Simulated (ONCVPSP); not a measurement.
# Plane-wave convergence, ONCV potential for Pm

* Element: promethium (Pm)
* Generator: ONCVPSP 4.0.1
* Type: optimised norm-conserving Vanderbilt (ONCV)
* Functional: PW91
* Relativity: scalar-relativistic
* Frozen core: [Kr]
* Valence charge: 25
* Reference configuration: 4d10 4f5 5s2 5p6 6s2
* Partial waves: 5s+6s: rc 2.80 bohr, ncon 4, nbas 8, qcut 4.9 1/bohr, 2 projectors; 5p: rc 1.80 bohr, ncon 4, nbas 7, qcut 5.1 1/bohr, 1 projector; 4d: rc 0.95 bohr, ncon 3, nbas 7, qcut 18.1 1/bohr, 2 projectors, debl 3.8 Ha; 4f: rc 0.80 bohr, ncon 4, nbas 7, qcut 13.8 1/bohr, 2 projectors, debl 2.2 Ha
* Local potential: polynomial inside 0.75 bohr (lpopt 5, dvloc0 0 Ha)
* Core correction: Teter function, fcfact 2.25, rcfact 1.15

In the d channel the program set the typed energies aside and used -4.513, 0.250 Ha.

Q: For each optimised wave give the share of its norm inside rc, the residual kinetic energy above qcut (Ha) and the cutoffs (Ha) for errors of 10, 1, 0.1 and 0.01 mHa per electron.

A:

```json
{"wave": "5s", "norm inside rc": "0.988", "residual KE": "6.0e-08", "10 mHa": "2.4", "1 mHa": "5.5", "0.1 mHa": "8.1", "0.01 mHa": "9.5"}
{"wave": "6s", "norm inside rc": "0.128", "residual KE": "3.3e-07", "10 mHa": "2.0", "1 mHa": "5.7", "0.1 mHa": "8.4", "0.01 mHa": "10.1"}
{"wave": "5p", "norm inside rc": "0.627", "residual KE": "1.4e-03", "10 mHa": "8.4", "1 mHa": "14.4", "0.1 mHa": "41.1", "0.01 mHa": "48.7"}
{"wave": "4d", "norm inside rc": "0.852", "residual KE": "1.9e-08", "10 mHa": "77.4", "1 mHa": "94.9", "0.1 mHa": "110.5", "0.01 mHa": "123.8"}
{"wave": "d projector 2", "norm inside rc": "0.049", "residual KE": "1.3e-09", "10 mHa": "63.7", "1 mHa": "84.0", "0.1 mHa": "102.0", "0.01 mHa": "118.0"}
{"wave": "4f", "norm inside rc": "0.429", "residual KE": "7.4e-02", "10 mHa": "256.9", "1 mHa": "317.1", "0.1 mHa": "462.9", "0.01 mHa": "not reached"}
{"wave": "f projector 2", "norm inside rc": "0.114", "residual KE": "3.5e-02", "10 mHa": "108.4", "1 mHa": "253.9", "0.1 mHa": "418.2", "0.01 mHa": "554.0"}
```

The occupied waves need 317 Ha and 463 Ha for 1 and 0.1 mHa. Note: ghosts flagged at negative energy: s at -461.5 eV, p at -269.2 eV; no localised positive-energy state flagged. A true bound ghost makes a file unfit for plane-wave use. Tests left out (the all-electron energies of this program are off by 10 to 40 meV for near-neutral 4f atoms).
